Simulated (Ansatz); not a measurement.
Ansatz (a quantum-chemistry and plane-wave program) input:

Ansatz 0.2 input:
```yaml
crystal:
  periodic: [false, false, false]
  atoms:
    - {symbol: B, position_ang: [-0.00000000, -0.00000000, -1.53551455]}
    - {symbol: Br, position_ang: [0.00000000, 0.00000000, 0.21935922]}
basis:
  gaussian:
    orbitals: cc-pVTZ
hamiltonian:
  xc: pbe
total_charge: 1
magnetization: {spin_polarized: true, initial_magnetization: 1}
correlation: {method: rpa, electrons: outside_noble_gas}
```

Task: Predict the final energy.

Result: -2597.11833 Eh (RPA@PBE/cc-pVTZ). The basis has 73 functions.
